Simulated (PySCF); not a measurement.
CH₆FNOSi₂, SMILES F[Si@H]1N[SiH2]CO1.

Coordinates come from a PBE-D3(BJ)/def2-SVP optimisation. The structure was generated by enumeration; whether it is a known compound was not checked. One conformer was computed; it need not be the lowest.

Calculation: CAM-B3LYP/def2-TZVP run with PySCF.

Gas-phase values at a fixed geometry.

```json
{
  "total_energy": "-850.74445 hartree",
  "highest_occupied_level": "-9.26 eV",
  "lowest_empty_level": "0.82 eV",
  "orbital_gap": "10.08 eV",
  "dipole_moment": "2.44 D",
  "quadrupole, principal values (traceless, Buckingham form, about the centre of nuclear charge)": "-7.21, -1.16, 8.37 D·Å",
  "mean_static_polarisability": "66.4 bohr³ (9.84 Å³)",
  "polarisability_principal_values": "58.6, 63.9, 76.8 bohr³"
}
```
